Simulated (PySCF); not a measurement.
Dipole response of Cl (chlorine, neutral)

[Ne] 3s2 3p5, 2P determinant. Calculation: PySCF 2.14, in def2-QZVPPD (10s7p5d2f1g, 79 functions); the non-relativistic Hamiltonian (point nucleus). Coupled (time-dependent) response in atomic units; α is the mean over directions.

```csv
method,mean α (bohr³),"α xx, yy, zz",C₆ (like pair),S(−4)
UHF,14.22,"13.09, 14.78, 14.78",88.90,49.79
PBE,15.70,"14.20, 16.45, 16.45",99.91,67.96
PBE0,15.02,"13.69, 15.69, 15.69",94.82,59.35
r2SCANh,14.97,"13.63, 15.64, 15.64",97.22,54.98
wB97M-V,15.36,"14.07, 16.01, 16.01",96.76,64.07
```

S(−4) is the Cauchy moment in α(ω) = α(0) + S(−4) ω² + …

Reference α: 14.6 ± 0.1 bohr³ (recommended; Schwerdtfeger and Nagle, table of static dipole polarizabilities (2023 update)). Published C₆: 94.60 (Chu and Dalgarno (2004); Tang, Norbeck and Certain (1976)).

α(iu) at PBE:

| u (hartree) | α(iu) (bohr³) |
| --- | --- |
| 0 | 15.70 |
| 0.0500 | 15.53 |
| 0.100 | 15.06 |
| 0.200 | 13.49 |
| 0.300 | 11.62 |
| 0.500 | 8.319 |
| 0.750 | 5.556 |
| 1.00 | 3.877 |
| 1.50 | 2.143 |
| 2.00 | 1.348 |
| 3.00 | 0.6831 |
| 5.00 | 0.2897 |

A single London oscillator, α(iu) = α/(1 + u²/ω²), gives C₆ = (3/4) ω α². Matching the computed C₆ needs ω = 4 × 99.91 / (3 × 15.70²) = 0.540 hartree.

The components differ because the open shell of this determinant is not spherical; for a pure term their mean is the scalar polarisability.
